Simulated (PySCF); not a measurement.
Ionisation energy along the 23-electron series

Calculated with PySCF 2.14 and a two-component X2C-1e Hamiltonian (Gaussian nucleus, no Breit or QED terms), each ion in its own even-tempered basis scaled to its charge; GMP2 freezes [Ne] and drops the highest virtual spinors. Values in eV. NIST values: (m) measured, (s) semi-empirical, (t) theoretical.

| ion | configuration | GHF (spin-free) | GMP2 (spin-free) | GHF (screened spin-orbit) | GMP2 (screened spin-orbit) | NIST |
| --- | --- | --- | --- | --- | --- | --- |
| Os⁵³⁺ | [Ar] 3d5 | 5111.5 | 5111.4 | 5054.1 | 5053.9 | 5052 ± 5 (t) |
| Pt⁵⁵⁺ | [Ar] 3d5 | 5475.5 | 5475.4 | 5412.5 | 5412.3 | 5410 ± 5 (t) |

(1) Fill in the row of Ir⁵⁴⁺.

Results:

(1) configuration: [Ar] 3d5; GHF (spin-free): 5291.8; GMP2 (spin-free): 5291.7; GHF (screened spin-orbit): 5231.6; GMP2 (screened spin-orbit): 5231.4; NIST: 5229 ± 5 (t).
